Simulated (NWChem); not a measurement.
The numbers come from NWChem runs, not from measurements. System: isocyanic acid (CHNO), charge 0, spin multiplicity 1, at a geometry optimised with PBE0/def2-SVP. Level: EOM-CCSD/aug-cc-pVDZ, 3 core orbitals frozen.

Input file:

```
start mol
memory heap 100 mb stack 700 mb global 1900 mb
geometry units angstroms nocenter noautoz
  N      1.160035    -0.073177     0.000000
  C     -0.046793     0.019492     0.000000
  O     -1.210432    -0.034097     0.000000
  H      1.843970     0.668061     0.000000
  symmetry group Cs
end
basis spherical
  * library aug-cc-pvdz
end
scf
  rhf
  nopen 0
  maxiter 100
  thresh 1e-7
  semidirect memsize 60000000 filesize 0
end
tce
  freeze core 3
  ccsd
  nroots 2
  2eorb
  2emet 13
  thresh 1e-5
  maxiter 200
  tilesize 24
  dipole
end
task tce energy
```

NWChem printed:

```
             Northwest Computational Chemistry Package (NWChem) 7.3.0
             --------------------------------------------------------

                                NWChem Input Module
                                -------------------

 Scaling coordinates for geometry "geometry" by  1.889725989
 (inverse scale =  0.529177249)

 Turning off AUTOSYM since
 SYMMETRY directive was detected!

                             Geometry "geometry" -> ""
                             -------------------------

 Output coordinates in angstroms (scale by  1.889725989 to convert to a.u.)

  No.       Tag          Charge          X              Y              Z
 ---- ---------------- ---------- -------------- -------------- --------------
    1 N                    7.0000     1.16003500    -0.07317700     0.00000000
    2 C                    6.0000    -0.04679300     0.01949200     0.00000000
    3 O                    8.0000    -1.21043200    -0.03409700     0.00000000
    4 H                    1.0000     1.84397000     0.66806100     0.00000000

 Effective nuclear repulsion energy (a.u.)      59.2793257738

            Nuclear Dipole moment (a.u.)
            ----------------------------
        X                 Y               Z
 ---------------- ---------------- ----------------
     0.0000018897    -0.0000037795     0.0000000000

      Symmetry information
      --------------------

 Group name             Cs
 Group number              2
 Group order               2
 No. of unique centers     4

      Symmetry unique atoms

     1    2    3    4


 Summary of "ao basis" -> "" (spherical)
 ------------------------------------------------------------------------------
       Tag                 Description            Shells   Functions and Types
 ---------------- ------------------------------  ------  ---------------------
 *                        aug-cc-pvdz                 on all atoms

 Summary of "ao basis" -> "ao basis" (spherical)
 ------------------------------------------------------------------------------
       Tag                 Description            Shells   Functions and Types
 ---------------- ------------------------------  ------  ---------------------
 N                        aug-cc-pvdz                9       23   4s3p2d
 C                        aug-cc-pvdz                9       23   4s3p2d
 O                        aug-cc-pvdz                9       23   4s3p2d
 H                        aug-cc-pvdz                5        9   3s2p

                                 NWChem SCF Module
                                 -----------------

  ao basis        = "ao basis"
  functions       =    78
  atoms           =     4
  closed shells   =    11
  open shells     =     0
  charge          =   0.00
  wavefunction    = RHF
  use symmetry    = T
  symmetry adapt  = T

 Summary of "ao basis" -> "ao basis" (spherical)
 ------------------------------------------------------------------------------
       Tag                 Description            Shells   Functions and Types
 ---------------- ------------------------------  ------  ---------------------
 N                        aug-cc-pvdz                9       23   4s3p2d
 C                        aug-cc-pvdz                9       23   4s3p2d
 O                        aug-cc-pvdz                9       23   4s3p2d
 H                        aug-cc-pvdz                5        9   3s2p

      Symmetry analysis of basis
      --------------------------

        a'         55
        a"         23

 Forming initial guess at       0.1s

      Superposition of Atomic Density Guess
      -------------------------------------

 Sum of atomic energies:        -167.23588278

      Non-variational initial energy
      ------------------------------

 Total energy =    -168.511795
 1-e energy   =    -344.409169
 2-e energy   =     116.618049
 HOMO         =      -0.384870
 LUMO         =       0.023718

      Symmetry analysis of molecular orbitals - initial
      -------------------------------------------------

  Numbering of irreducible representations:

     1 a'          2 a"

  Orbital symmetries:

     1 a'          2 a'          3 a'          4 a'          5 a'
     6 a'          7 a'          8 a"          9 a'         10 a'
    11 a"         12 a'         13 a'         14 a'         15 a"
    16 a'         17 a'         18 a"         19 a'         20 a'
    21 a"

 Starting SCF solution at       0.6s

 ----------------------------------------------
         Quadratically convergent ROHF

 Convergence threshold     :          1.000E-07
 Maximum no. of iterations :          100
 Final Fock-matrix accuracy:          1.000E-09
 ----------------------------------------------

              iter       energy          gnorm     gmax       time
             ----- ------------------- --------- --------- --------
                 1     -167.7246420542  1.11D+00  2.79D-01      0.6
                 2     -167.7846400282  2.61D-01  5.93D-02      0.7
                 3     -167.7906681677  2.42D-02  9.19D-03      0.7
                 4     -167.7907707331  3.02D-04  7.00D-05      0.9
                 5     -167.7907707455  2.66D-08  8.33D-09      1.1

       Final RHF  results
       ------------------

         Total SCF energy =   -167.790770745550
      One-electron energy =   -345.704661059631
      Two-electron energy =    118.634564540265
 Nuclear repulsion energy =     59.279325773817

        Time for solution =      0.5s

       Symmetry analysis of molecular orbitals - final
       -----------------------------------------------

  Numbering of irreducible representations:
[...]
    20a'  (alpha) ---    10a'  (alpha)        0.3757419443
    23a'  (alpha) ---    10a'  (alpha)       -0.1186152554
    18a"  (alpha) ---    11a"  (alpha)        0.2958152864
    21a"  (alpha) ---    11a"  (alpha)        0.4027828993
    25a"  (alpha) ---    11a"  (alpha)        0.1301969982

 Doubles contributions

 Excited state root  2
 Excitation energy / hartree =        0.291763819341480
                   / eV      =        7.939300855749868

 EOM-CCSD transition moments / hartree
 --------------------------------------------
 X    0.0295288 Y    0.2472762 Z    0.0000000
 Oscillator Strength                0.0120630
 --------------------------------------------

 EOM-CCSD dipole moments / hartree & Debye
 ------------------------------------
   X         0.3963504      1.0074297
   Y         0.7712505      1.9603382
   Z         0.0000000      0.0000000
 Total       0.8671338      2.2040509
 ------------------------------------

 Singles contributions
    12a'  (alpha) ---    10a'  (alpha)        0.7250883727
    13a'  (alpha) ---    10a'  (alpha)       -0.3029027702
    16a'  (alpha) ---    10a'  (alpha)        0.1652776154
    17a'  (alpha) ---    10a'  (alpha)       -0.3385475155
    19a'  (alpha) ---    10a'  (alpha)       -0.1506791558
    23a'  (alpha) ---    10a'  (alpha)        0.1781126925

 Doubles contributions

 =========================================
 Excited-state calculation ( a"  symmetry)
 =========================================
 Dim. of EOMCC iter. space      500

 EOMCCSD SOLVER TYPE  1
  maxdiff =   0.53705070040721037

 No. of initial right vectors    2

 EOM-CCSD right-hand side iterations
 --------------------------------------------------------------
      Residuum       Omega / hartree  Omega / eV    Cpu    Wall
 --------------------------------------------------------------

 Iteration   1 using    2 trial vectors
   0.5808372548032   0.4120962965131   11.21372
   0.5803077972114   0.4568714702331   12.43211     1.2     1.2

 Iteration   2 using    4 trial vectors
   0.1183063954965   0.2916834348010    7.93711
   0.1147597153650   0.3377816886993    9.19151     1.0     1.0

 Iteration   3 using    6 trial vectors
   0.0905509274727   0.2810989697960    7.64910
   0.0965438504625   0.3278751455556    8.92194     1.0     1.0

 Iteration   4 using    8 trial vectors
   0.0592861469854   0.2720668523384    7.40332
   0.1138921370472   0.3118983068887    8.48719     1.1     1.1

 Iteration   5 using   10 trial vectors
   0.0452795623625   0.2668128356688    7.26035
   0.1244366386284   0.2833764488223    7.71107     1.1     1.1

 Iteration   6 using   12 trial vectors
   0.1084632086224   0.2605818452282    7.09080
   0.0677750603547   0.2704650184286    7.35973     1.1     1.1

 Iteration   7 using   14 trial vectors
   0.0533445192165   0.2488408362081    6.77131
   0.0154411466272   0.2686314586540    7.30984     1.1     1.1

 Iteration   8 using   16 trial vectors
   0.0218097304211   0.2486012620963    6.76479
   0.0065345007483   0.2685042312818    7.30637     1.1     1.1

 Iteration   9 using   18 trial vectors
   0.0091863356463   0.2480499524527    6.74979
   0.0028537353452   0.2685199942619    7.30680     1.1     1.1

 Iteration  10 using   20 trial vectors
   0.0044039059963   0.2480149056294    6.74883
   0.0016004178615   0.2685137679107    7.30663     1.1     1.1

 Iteration  11 using   22 trial vectors
   0.0025695215708   0.2480377558219    6.74945
   0.0011367025575   0.2685219495176    7.30686     1.1     1.1

 Iteration  12 using   24 trial vectors
   0.0015282802594   0.2479660008690    6.74750
   0.0007239578775   0.2685106967353    7.30655     1.2     1.2

 Iteration  13 using   26 trial vectors
   0.0007406087892   0.2480071052390    6.74862
   0.0004608010471   0.2685139798377    7.30664     1.2     1.2

 Iteration  14 using   28 trial vectors
   0.0003256959375   0.2479855192652    6.74803
   0.0002646485188   0.2685096200007    7.30652     1.2     1.2

 Iteration  15 using   30 trial vectors
   0.0001819891980   0.2479953446152    6.74830
   0.0001414072335   0.2685125981582    7.30660     1.2     1.2

 Iteration  16 using   32 trial vectors
   0.0000971701101   0.2479912944609    6.74819
   0.0000749552838   0.2685121431127    7.30659     1.2     1.2

 Iteration  17 using   34 trial vectors
   0.0000427166533   0.2479915127611    6.74820
   0.0000336176324   0.2685118887064    7.30658     1.2     1.2

 Iteration  18 using   36 trial vectors
   0.0000187257767   0.2479918731608    6.74821
   0.0000149629624   0.2685122696817    7.30659     1.2     1.2

 Iteration  19 using   38 trial vectors
   0.0000089234204   0.2479914203246    6.74819
   0.0000068958114   0.2685120954789    7.30659     1.2     1.2
 --------------------------------------------------------------
 Iterations converged
 ------------------

 Excited state root  1
 Excitation energy / hartree =        0.247991420324634
                   / eV      =        6.748192767855209
 largest EOMCCSD amplitudes: R1 and R2

 Singles contributions
    13a'  (alpha) ---    11a"  (alpha)        0.2852634791
    16a'  (alpha) ---    11a"  (alpha)       -0.2861165305
    17a'  (alpha) ---    11a"  (alpha)       -0.6515478412
    20a'  (alpha) ---    11a"  (alpha)        0.4816076596
    23a'  (alpha) ---    11a"  (alpha)       -0.1100975723

 Doubles contributions
 ------------------

 Excited state root  2
 Excitation energy / hartree =        0.268512095478868
                   / eV      =        7.306588987716494
 largest EOMCCSD amplitudes: R1 and R2

 Singles contributions
    12a'  (alpha) ---    11a"  (alpha)        0.7326186522
    13a'  (alpha) ---    11a"  (alpha)       -0.3563585417
    16a'  (alpha) ---    11a"  (alpha)        0.1945585851
    17a'  (alpha) ---    11a"  (alpha)       -0.2989909317
    19a'  (alpha) ---    11a"  (alpha)       -0.1425339416
    23a'  (alpha) ---    11a"  (alpha)        0.1943503869

 Doubles contributions

 No. of initial left vectors    2

 EOM-CCSD left-hand side iterations
 --------------------------------------------------------------
      Residuum       Omega / hartree  Omega / eV    Cpu    Wall
 --------------------------------------------------------------

 Iteration   1 using    2 trial vectors
   0.6662050695770   0.4120962965131   11.21372
   0.6653468376439   0.4568714702331   12.43211     2.0     2.0

 Iteration   2 using    4 trial vectors
   0.1239496695984   0.2935563911433    7.98808
   0.1198739094795   0.3396134079345    9.24135     2.0     2.0

 Iteration   3 using    6 trial vectors
   0.0936240396382   0.2814333483637    7.65819
   0.0981647708930   0.3283379894326    8.93454     2.1     2.1

 Iteration   4 using    8 trial vectors
   0.0592000059521   0.2717533373654    7.39479
   0.1123518463010   0.3115793659587    8.47851     2.1     2.1

 Iteration   5 using   10 trial vectors
   0.0472071391909   0.2666368454536    7.25556
   0.1296252043742   0.2830740173673    7.70284     2.1     2.1

 Iteration   6 using   12 trial vectors
   0.1087449166043   0.2620869135972    7.13175
   0.0817719009219   0.2709846560939    7.37387     2.2     2.2

 Iteration   7 using   14 trial vectors
   0.0545507057932   0.2478233736205    6.74362
   0.0151418441372   0.2686126419516    7.30932     2.3     2.3

 Iteration   8 using   16 trial vectors
   0.0224545397418   0.2490727392741    6.77762
   0.0068304233788   0.2685201660481    7.30681     2.3     2.3

 Iteration   9 using   18 trial vectors
   0.0096431917311   0.2478305082849    6.74381
   0.0029445644104   0.2685152393768    7.30667     2.4     2.4

 Iteration  10 using   20 trial vectors
   0.0046688200807   0.2480990408716    6.75112
   0.0016432356486   0.2685176955847    7.30674     2.5     2.5

 Iteration  11 using   22 trial vectors
   0.0028191544829   0.2480049372533    6.74856
   0.0011857744426   0.2685175024747    7.30674     2.4     2.4

 Iteration  12 using   24 trial vectors
   0.0016069718294   0.2479610743562    6.74737
   0.0007401913081   0.2685083817034    7.30649     2.6     2.6

 Iteration  13 using   26 trial vectors
   0.0007824895206   0.2480169715463    6.74889
   0.0004775456336   0.2685193070408    7.30679     2.5     2.5

 Iteration  14 using   28 trial vectors
   0.0003527592146   0.2479745751503    6.74773
   0.0002807547915   0.2685080993701    7.30648     2.7     2.7

 Iteration  15 using   30 trial vectors
   0.0001971914071   0.2480000855185    6.74843
   0.0001518146188   0.2685136204512    7.30663     2.5     2.5

 Iteration  16 using   32 trial vectors
   0.0001049322194   0.2479879969492    6.74810
   0.0000809724398   0.2685120849114    7.30659     2.6     2.6

 Iteration  17 using   34 trial vectors
   0.0000439073733   0.2479922766800    6.74822
   0.0000351717551   0.2685117392651    7.30658     2.8     2.8

 Iteration  18 using   36 trial vectors
   0.0000190715485   0.2479915057894    6.74820
   0.0000157108305   0.2685122941249    7.30659     3.0     3.0

 Iteration  19 using   38 trial vectors
   0.0000092956994   0.2479914396194    6.74819
   0.0000073383784   0.2685120291630    7.30659     3.0     3.0
 --------------------------------------------------------------
 Iterations converged

 Excited state root  1
 Excitation energy / hartree =        0.247991420324634
                   / eV      =        6.748192767855209

 EOM-CCSD transition moments / hartree
 --------------------------------------------
 X    0.0000000 Y    0.0000000 Z    0.1253496
 Oscillator Strength                0.0025977
 --------------------------------------------

 EOM-CCSD dipole moments / hartree & Debye
 ------------------------------------
   X        -0.6003887     -1.5260474
   Y        -0.3882627     -0.9868728
   Z         0.0000000      0.0000000
 Total       0.7149927      1.8173438
 ------------------------------------

 Singles contributions
    13a'  (alpha) ---    11a"  (alpha)        0.2852634791
    16a'  (alpha) ---    11a"  (alpha)       -0.2861165305
    17a'  (alpha) ---    11a"  (alpha)       -0.6515478412
    20a'  (alpha) ---    11a"  (alpha)        0.4816076596
    23a'  (alpha) ---    11a"  (alpha)       -0.1100975723

 Doubles contributions

 Excited state root  2
 Excitation energy / hartree =        0.268512095478868
                   / eV      =        7.306588987716494

 Task  times  cpu:      173.3s     wall:      173.3s

 Total times  cpu:      173.3s     wall:      173.3s
```
